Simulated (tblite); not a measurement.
Record of a relaxation.

Species: C₆H₁₃NSSi.
SMILES with atom numbers: `[CH2:1]=[N:2][SiH2:3][C@H:4]1[CH2:5][C@@H:6]([S:7][CH3:8])[CH2:9]1` (hydrogens: H10, H11 on C1; H12, H13 on Si3; H14 on C4; H15, H16 on C5; H17 on C6; H18, H19, H20 on C8; H21, H22 on C9)

Computed with GFN2-xTB (tblite), gas phase: L-BFGS steps from a force-field or distance-geometry start until the largest atomic force falls under 0.01 eV/Å. 5 of its 191 geometries are shown.

Step 0: E = -742.8682 eV, largest atomic force 1.983 eV/Å
```
atom  x, y, z in Å  |  force x, y, z in eV/Å
C1     -4.035    0.013   -1.238    0.925  -0.033   0.282
N2     -2.804   -0.052   -0.964   -0.484  -0.180   0.605
Si3    -2.234   -0.573    0.629   -1.915   0.267   0.438
C4     -0.420   -0.801    0.734   -0.106  -0.366   0.332
C5      0.295   -1.093   -0.557    0.397  -0.719  -1.427
C6      1.464   -0.363    0.059    0.938   0.377   0.539
S7      2.502    0.570   -1.085    0.232  -0.312  -1.192
C8      3.886    1.421   -0.300    0.770   0.896   0.467
C9      0.431    0.443    0.810    0.414   1.052   1.193
H10    -4.319    0.338   -2.223   -0.133   0.085  -0.282
H11    -4.841   -0.230   -0.541   -0.002  -0.001  -0.074
H12    -2.924   -1.823    1.005    0.056   0.023  -0.077
H13    -2.632    0.415    1.683    0.101  -0.189  -0.400
H14    -0.054   -1.511    1.510   -0.570   0.350  -0.391
H15    -0.096   -0.468   -1.415    0.280  -1.045   0.790
H16     0.447   -2.156   -0.793   -0.115   0.433  -0.394
H17     2.011   -1.015    0.772    0.159   0.381  -0.610
H18     4.111    1.080    0.721   -0.257  -0.045  -0.477
H19     4.803    1.291   -0.935   -0.963   0.049   0.525
H20     3.621    2.509   -0.261    0.319  -0.857  -0.003
H21     0.731    0.754    1.834   -0.325   0.328  -0.621
H22     0.046    1.270    0.168    0.279  -0.496   0.778
```

Step 48: E = -743.6328 eV, largest atomic force 0.275 eV/Å
```
atom  x, y, z in Å  |  force x, y, z in eV/Å
C1     -3.707    0.065   -1.340   -0.087   0.069  -0.207
N2     -2.658    0.138   -0.676    0.121   0.023   0.246
Si3    -2.285   -0.521    0.875    0.168   0.029   0.104
C4     -0.411   -0.809    0.798    0.083  -0.062   0.031
C5      0.288   -1.197   -0.523    0.010  -0.012   0.015
C6      1.440   -0.283   -0.113    0.001   0.005   0.025
S7      2.324    0.667   -1.387   -0.205  -0.110  -0.126
C8      3.598    1.385   -0.320    0.070  -0.019  -0.122
C9      0.489    0.443    0.836    0.008  -0.001   0.008
H10    -3.784    0.607   -2.271    0.002   0.121  -0.232
H11    -4.583   -0.512   -1.061   -0.192  -0.170   0.058
H12    -3.030   -1.719    1.283    0.050  -0.031  -0.027
H13    -2.568    0.561    1.820    0.011   0.014   0.003
H14    -0.094   -1.502    1.577   -0.037  -0.029   0.094
H15    -0.250   -0.806   -1.383    0.039  -0.041  -0.045
H16     0.551   -2.243   -0.679   -0.131   0.016  -0.025
H17     2.208   -0.835    0.435   -0.019  -0.040  -0.005
H18     3.827    0.686    0.475    0.014  -0.010   0.112
H19     4.473    1.518   -0.942    0.127   0.153  -0.027
H20     3.256    2.335    0.074    0.016   0.045   0.078
H21     0.911    0.763    1.787   -0.122  -0.028   0.061
H22    -0.006    1.279    0.348    0.075   0.078  -0.021
```

Step 95: E = -743.7401 eV, largest atomic force 0.038 eV/Å
```
atom  x, y, z in Å  |  force x, y, z in eV/Å
C1     -3.311    0.135   -1.492   -0.006   0.009   0.011
N2     -2.640    0.407   -0.476    0.004   0.007   0.001
Si3    -2.306   -0.393    1.009   -0.006  -0.003   0.006
C4     -0.451   -0.795    0.934   -0.006   0.029   0.022
C5      0.160   -1.259   -0.403   -0.021  -0.003   0.022
C6      1.390   -0.411   -0.084   -0.006  -0.009   0.002
S7      2.126    0.523   -1.461   -0.020   0.011  -0.005
C8      3.369    1.418   -0.487    0.014   0.007   0.005
C9      0.560    0.367    0.943    0.004  -0.005  -0.004
H10    -3.328    0.836   -2.324    0.016  -0.004  -0.002
H11    -3.909   -0.772   -1.622    0.000   0.021  -0.001
H12    -3.029   -1.643    1.288   -0.019   0.001   0.015
H13    -2.588    0.635    2.010    0.005  -0.025  -0.023
H14    -0.195   -1.504    1.724    0.003  -0.003  -0.015
H15    -0.382   -0.854   -1.256    0.009  -0.031  -0.017
H16     0.318   -2.326   -0.545    0.011  -0.002   0.000
H17     2.191   -0.995    0.376    0.011   0.009   0.001
H18     4.020    0.699    0.004    0.025   0.027  -0.010
H19     3.939    2.033   -1.175    0.000  -0.015  -0.006
H20     2.869    2.043    0.246   -0.001   0.009   0.001
H21     1.044    0.602    1.891   -0.025  -0.016  -0.002
H22     0.141    1.275    0.512    0.006  -0.014  -0.001
```

Step 142: E = -743.7582 eV, largest atomic force 0.062 eV/Å
```
atom  x, y, z in Å  |  force x, y, z in eV/Å
C1     -3.027    0.361   -1.556   -0.004   0.026  -0.002
N2     -2.451    0.489   -0.458   -0.003  -0.011  -0.007
Si3    -2.321   -0.432    0.987    0.034  -0.003   0.009
C4     -0.473   -0.885    1.058   -0.009  -0.012  -0.022
C5      0.192   -1.427   -0.225   -0.006   0.001   0.008
C6      1.366   -0.474    0.008   -0.008   0.000  -0.012
S7      1.870    0.481   -1.461    0.033   0.043   0.031
C8      3.173    1.490   -0.693   -0.009  -0.024  -0.017
C9      0.542    0.276    1.060   -0.032  -0.003  -0.011
H10    -2.889    1.124   -2.318    0.007   0.006  -0.019
H11    -3.685   -0.470   -1.830    0.018   0.001   0.022
H12    -3.135   -1.651    1.116    0.043   0.009   0.003
H13    -2.656    0.552    2.015    0.002  -0.017   0.016
H14    -0.280   -1.562    1.893   -0.013   0.039  -0.005
H15    -0.355   -1.164   -1.130   -0.002  -0.020   0.025
H16     0.428   -2.490   -0.249    0.008   0.032   0.011
H17     2.260   -0.958    0.404   -0.012  -0.008   0.002
H18     4.002    0.849   -0.406    0.000   0.014   0.021
H19     3.498    2.206   -1.439    0.013   0.002  -0.023
H20     2.772    2.013    0.171   -0.025  -0.031  -0.010
H21     1.039    0.493    2.006    0.001  -0.050  -0.006
H22     0.122    1.196    0.661   -0.034   0.007  -0.015
```

Step 190: E = -743.7749 eV, largest atomic force 0.006 eV/Å
```
atom  x, y, z in Å  |  force x, y, z in eV/Å
C1     -2.631    0.722   -1.500   -0.001   0.001  -0.001
N2     -2.301    0.671   -0.299   -0.004  -0.004  -0.001
Si3    -2.322   -0.518    0.942   -0.005  -0.002   0.003
C4     -0.480   -0.931    1.173   -0.003   0.000   0.001
C5      0.231   -1.619   -0.009    0.002   0.003   0.003
C6      1.336   -0.563    0.058    0.002   0.003   0.000
S7      1.686    0.266   -1.527   -0.003   0.002  -0.005
C8      2.860    1.510   -0.919    0.001   0.001   0.000
C9      0.516    0.241    1.072   -0.002  -0.001   0.003
H10    -2.431    1.627   -2.069    0.002  -0.004   0.003
H11    -3.125   -0.085   -2.050    0.003   0.002   0.000
H12    -3.046   -1.777    0.715    0.003   0.003  -0.002
H13    -2.854    0.220    2.085   -0.001   0.001  -0.001
H14    -0.331   -1.492    2.096    0.000   0.000  -0.001
H15    -0.326   -1.571   -0.944    0.001   0.001   0.001
H16     0.555   -2.646    0.154   -0.002  -0.001  -0.001
H17     2.287   -0.935    0.444    0.002  -0.002   0.000
H18     3.742    1.014   -0.521   -0.002   0.001  -0.001
H19     3.132    2.130   -1.766    0.002  -0.002   0.001
H20     2.380    2.111   -0.152    0.003   0.003  -0.003
H21     1.036    0.508    1.992    0.002  -0.002   0.000
H22     0.074    1.135    0.638    0.000  -0.003   0.001
```

Q: Summarise the path.

A: The energy falls by 87.48 kJ/mol from step 0 to step 190; nine tenths of that is first reached at step 57. It falls at every step. The largest force goes from 1.983 to 0.006 eV/Å. Among the bonds Si3–C4 changes most, from 1.831 to 1.901 Å; the atoms move by 1.151 Å rms after alignment.

What follows is the cost of the whole relaxation. Time: 10 s wall, 6.7 s CPU. Hardware: one thread of an Intel Xeon at 2.50 GHz, no GPU (shared host).
